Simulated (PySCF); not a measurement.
Problem. What does the GFN2-xTB structure of `[SiH3]C#C[SiH2]C(Cl)Cl` look like in three dimensions?

Solution. 
```xyz
13
C3H6Cl2Si2 angstrom
Si    -3.2226    0.4882   -0.1121
C     -1.3701    0.5558   -0.1496
C     -0.1591    0.5880   -0.1754
Si     1.6847    0.6288   -0.2052
C      2.2009   -1.1191   -0.8478
Cl     1.6654   -2.3735    0.2928
Cl     3.9684   -1.1898   -1.0251
H     -3.7132    1.8344   -0.4147
H     -3.6293    0.0661    1.2289
H     -3.6560   -0.4694   -1.1312
H      2.2580    0.7832    1.1283
H      2.1866    1.5950   -1.1831
H      1.7821   -1.3872   -1.8165
```

Any rigid rotation of these coordinates is as good. Atoms count from 1 in this order. Si4 (SiH2 silicon) is distorted tetrahedral (angles from 104.6° to 113.9°). The C–Si distances run from 1.845 Å (C3–Si4, drawn single) to 1.932 Å (Si4–C5, drawn single), a spread of 0.087 Å. Si1 (SiH3 silicon) is tetrahedral (angles from 107.3° to 111.5°).

Bonds between heavy atoms (Å): Si1–C2 1.854, C2≡C3 1.212, C3–Si4 1.845, Si4–C5 1.932, C5–Cl6 1.778, C5–Cl7 1.778.

Structure optimised with GFN2-xTB, isolated species.

Point group: C1 (no symmetry element, even within 0.4 Å). No GFN2-xTB frequencies stand behind this structure, so it isn't proved a minimum. One conformer, not necessarily the lowest (C3–Si4–C5–Cl6 -63°).

All values are computed, not measured.
